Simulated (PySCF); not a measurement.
C3H5BrSi.
Geometry (PBE0-D3(BJ)/def2-SVP, Å), atoms numbered from 1 in this order:
```xyz
10
C3H5BrSi angstrom
C     -1.5807    0.1790    0.1199
C     -0.1322    0.2086    0.1589
C      1.0864    0.2338    0.1933
Si     2.9001    0.2679    0.2581
Br     3.6344    2.3702    0.1384
H     -1.9403   -0.6610   -0.4945
H     -1.9788    1.1106   -0.3114
H     -1.9991    0.0658    1.1320
H      3.4787   -0.4829   -0.8887
H      3.3861   -0.2976    1.5453
```

Lines to be assigned: C 1s: 289.89 (area 1), 290.75 (area 1), 291.94 (area 1) eV; Si 1s: 1847.65 eV; Si 2p3/2: 107.69 eV.

Computed with PySCF, delta-SCF UKS SCAN, pcX-2 on the ionised atom, pcseg-1 elsewhere, spin-free X2C. Isolated species at its PBE0-D3(BJ)/def2-SVP geometry, gas phase.

Which carbon gives which C 1s line?

289.89 eV: C3 (alkyne carbon); 290.75 eV: C2 (alkyne carbon); 291.94 eV: C1 (propargylic carbon). Lowest listed C 1s: C3, bonded to C (triple bond) and Si. Highest, 2.05 eV above it: C1, bonded to C and 3 H.

Bonded neighbours of each site: C1: C and 3 H; C2: C (triple bond) and C; C3: C (triple bond) and Si; Si4: Br, C and 2 H.

Which photon wavelength matches the C 1s of C3 threshold?

λ = hc/E = 12398.42 eV Å / 289.89 eV = 42.769 Å.

Spin contamination (⟨S²⟩ against 0.75 for a pure doublet) is marked for C 1s of C2 (0.86), which makes this value less certain. The 2p values add to the ΔSCF energy of one spin-free hole a correction within the shell (spin–orbit coupling, ligand field). 2p1/2 minus 2p3/2 (ligand field included): Si 0.63 eV. No level of bromine is listed.

The run took 26 s wall on one thread, x86-64 server, shared host.
